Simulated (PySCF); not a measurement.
Point groups of optimised structures. Method used: PBE0-D3(BJ)/def2-SVP geometry optimisation, gas phase, def2 core potentials past Kr in PySCF. The symmetry is that of the one conformer found, every atom within 0.08 Å of its image; none is proved a minimum here. Atoms past krypton carry def2 core potentials.

**Question.** Point group, rotor type and polarity of BiH2(iPr), `[H][Bi]([H])[CH](C)C`?

**Answer.** Cs; near-prolate asymmetric top; symmetry number 1; 2 operations, which sort the 13 atoms into 8 sets; dipole 0.99 D, in the ac plane, which is the mirror.

**Question.** What symmetry has `[N:1]#[C:2][c:3]1[cH:4][cH:5][o:6][cH:7]1`?

**Answer.** Cs; near-prolate asymmetric top; symmetry number 1; 2 operations, which sort the 10 atoms into 10 sets; dipole 3.92 D, in the ab plane, which is the mirror; A, B, C = 9372, 1942, 1609 MHz; heavy atoms equivalent by symmetry: none.

**Question.** What symmetry has `BrC1=CC=CC12C=CC=C2`?

**Answer.** Cs; asymmetric top; symmetry number 1; 2 operations, which sort the 17 atoms into 13 sets; dipole 1.17 D, in the ab plane, which is the mirror; A, B, C = 1362, 938.5, 639.9 MHz.
